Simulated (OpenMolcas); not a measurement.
GaH2O2F (SMILES [OH][Ga]([OH])[F]): the vertical ionisation energy from total energies

The species is GaH2O2F (6 atoms), meant as a singlet with charge 0. SMILES: `[OH][Ga]([OH])[F]`. The shape is that of a PBE0-D4/def2-TZVP optimisation. This is one conformer, not always the lowest.

Both states at this one shape; open shells run unrestricted unless said. 1 Eh = 27.2114 eV.

| level | program | singlet GaH2O2F (Eh) | doublet GaH2O2F+ (Eh) | HOMO of the first (eV) |
| --- | --- | --- | --- | --- |
| HF/6-31G* (spherical functions) | OpenMolcas | -2173.376140 | -2172.978881 | -13.66 |
| SVWN5/6-31G* (spherical functions) | OpenMolcas | -2171.412166 | -2170.978090 | -7.41 |
| r2SCAN/6-31G* (spherical functions) | OpenMolcas | -2176.013492 | -2175.597361 | -7.69 |
| PBE0/6-31G* (spherical functions) | OpenMolcas | -2175.634388 | -2175.208684 | -9.05 |

Work out the vertical ionisation energy at each level.


1. HF/6-31G* (spherical functions): -2172.978881 − (-2173.376140) = 0.397259 Eh = 10.81 eV; −ε(HOMO) = 13.66 eV.
2. SVWN5/6-31G* (spherical functions): -2170.978090 − (-2171.412166) = 0.434076 Eh = 11.81 eV; −ε(HOMO) = 7.41 eV.
3. r2SCAN/6-31G* (spherical functions): -2175.597361 − (-2176.013492) = 0.416131 Eh = 11.32 eV; −ε(HOMO) = 7.69 eV.
4. PBE0/6-31G* (spherical functions): -2175.208684 − (-2175.634388) = 0.425704 Eh = 11.58 eV; −ε(HOMO) = 9.05 eV.

No measured value is set beside it here; the levels span 10.81 to 11.81 eV. In Hartree–Fock, −ε(HOMO) (Koopmans) exceeds the difference of totals by the orbital relaxation of the ion. In semi-local functionals −ε(HOMO) lies far under the ionisation energy, a result of self-interaction, while the difference of totals does much better. Hartree–Fock favours the state with fewer electron pairs, since it lacks pair correlation. All-electron rows are non-relativistic unless named.
